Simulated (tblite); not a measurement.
Compound: C9H8.
SMILES with atom numbers: `[CH2:1]=[CH:2][CH:3]1[c:4]2[cH:5][cH:6][cH:7][cH:8][c:9]21` (hydrogens: H10, H11 on C1; H12 on C2; H13 on C3; H14 on C5; H15 on C6; H16 on C7; H17 on C8)

Computed with GFN2-xTB (tblite), gas phase: Langevin dynamics at 200 K from the optimised GFN2-xTB geometry, time step 0.5 fs, friction 0.01 fs⁻¹, 2000 steps. The instantaneous temperature is 2·E(kin)/(3Nk) with all 3N coordinates.

```csv
t (fs),T (K),E(pot) above start (eV),C1=C2 (Å),C2–C3 (Å),C3–C4 (Å),C4–C5 (Å),C5–C6 (Å),C1–H10 (Å),C1–C2–C3–C4 (°)
0,173,0.000,1.323,1.473,1.500,1.357,1.409,1.078,148
25,122,0.234,1.332,1.498,1.502,1.349,1.389,1.090,152
50,199,0.289,1.319,1.536,1.443,1.376,1.419,1.075,154
75,186,0.297,1.316,1.499,1.484,1.363,1.402,1.060,158
100,143,0.390,1.341,1.471,1.516,1.320,1.404,1.104,160
125,206,0.352,1.312,1.489,1.505,1.392,1.397,1.081,160
150,194,0.406,1.304,1.473,1.440,1.405,1.386,1.050,165
175,151,0.367,1.330,1.473,1.535,1.331,1.392,1.084,164
200,166,0.305,1.352,1.451,1.501,1.338,1.410,1.114,149
225,190,0.354,1.331,1.485,1.508,1.364,1.402,1.061,149
250,179,0.432,1.299,1.483,1.518,1.337,1.395,1.061,149
275,189,0.421,1.345,1.464,1.519,1.353,1.398,1.108,152
300,180,0.472,1.356,1.484,1.512,1.370,1.412,1.119,153
325,228,0.311,1.340,1.495,1.506,1.346,1.435,1.097,162
350,140,0.428,1.295,1.491,1.506,1.325,1.454,1.044,159
375,213,0.228,1.326,1.494,1.501,1.338,1.448,1.075,152
400,131,0.468,1.347,1.495,1.491,1.389,1.426,1.124,146
425,204,0.402,1.345,1.464,1.484,1.347,1.406,1.039,142
450,172,0.423,1.327,1.480,1.560,1.321,1.441,1.056,138
475,191,0.339,1.320,1.493,1.511,1.358,1.455,1.124,135
500,180,0.322,1.339,1.459,1.462,1.383,1.439,1.094,142
525,180,0.325,1.317,1.496,1.503,1.363,1.410,1.081,155
550,195,0.314,1.309,1.467,1.523,1.343,1.406,1.099,163
575,161,0.317,1.351,1.474,1.488,1.369,1.417,1.077,169
600,230,0.275,1.321,1.461,1.509,1.369,1.401,1.075,171
625,183,0.409,1.288,1.481,1.515,1.357,1.395,1.088,158
650,141,0.419,1.319,1.481,1.495,1.353,1.386,1.090,155
675,134,0.363,1.335,1.487,1.521,1.359,1.397,1.074,167
700,152,0.294,1.323,1.456,1.508,1.354,1.401,1.089,166
725,134,0.393,1.312,1.463,1.488,1.378,1.410,1.053,174
750,217,0.456,1.317,1.455,1.440,1.373,1.426,1.107,161
775,240,0.350,1.321,1.474,1.550,1.357,1.424,1.100,146
800,241,0.323,1.334,1.474,1.521,1.341,1.393,1.064,142
825,194,0.447,1.340,1.474,1.537,1.352,1.365,1.091,139
850,270,0.262,1.311,1.490,1.484,1.389,1.411,1.083,136
875,214,0.436,1.333,1.453,1.478,1.384,1.462,1.078,146
900,282,0.355,1.350,1.480,1.528,1.339,1.439,1.053,141
925,227,0.452,1.307,1.477,1.528,1.337,1.373,1.112,133
950,143,0.454,1.306,1.474,1.512,1.348,1.405,1.082,133
975,153,0.411,1.331,1.500,1.484,1.365,1.426,1.039,132
1000,150,0.353,1.315,1.494,1.469,1.364,1.433,1.106,140
```

Task: From 500 fs on, how do temperature and potential energy compare with equipartition?

Result: The mean temperature of these 21 frames is 191 K against the target 200 K, and the mean potential energy 0.37 eV against 45 × kT/2 = 0.39 eV for 45 classical harmonic modes. For 17 atoms in a canonical ensemble the temperature itself scatters by T·√(2/(3N)) = 40 K; here its standard deviation is 44 K. The whole run lasts only 10 friction times of 100 fs, so these averages carry a wide statistical error.

Task: What are the kinetic and total energies of the listed frame with the highest potential energy?

Result: The one at 300 fs, 0.472 eV above the start. Its kinetic energy is 3NkT/2 = 0.395 eV at 180 K, so the sum is 0.87 eV; over the listed frames the sum runs from 0.38 to 0.98 eV, since the thermostat adds and removes energy.

Task: How much do the listed bonds fluctuate from 500 fs on?

Result: 
| bond | at the start (Å) | mean (Å) | standard deviation (Å) |
| --- | --- | --- | --- |
| C1=C2 | 1.323 | 1.323 | 0.015 |
| C2–C3 | 1.473 | 1.475 | 0.014 |
| C3–C4 | 1.500 | 1.502 | 0.026 |
| C4–C5 | 1.357 | 1.361 | 0.015 |
| C5–C6 | 1.409 | 1.410 | 0.022 |
| C1–H10 | 1.078 | 1.083 | 0.018 |

The motion is classical and holds no zero-point motion.

The cost below is that of the whole dynamics run. The run took 12 s on one thread, Arm Neoverse V1 (aarch64), no GPU, shared host with 64 logical CPUs at a one-minute load of 14, and the process peaked at 0.18 GiB of memory.
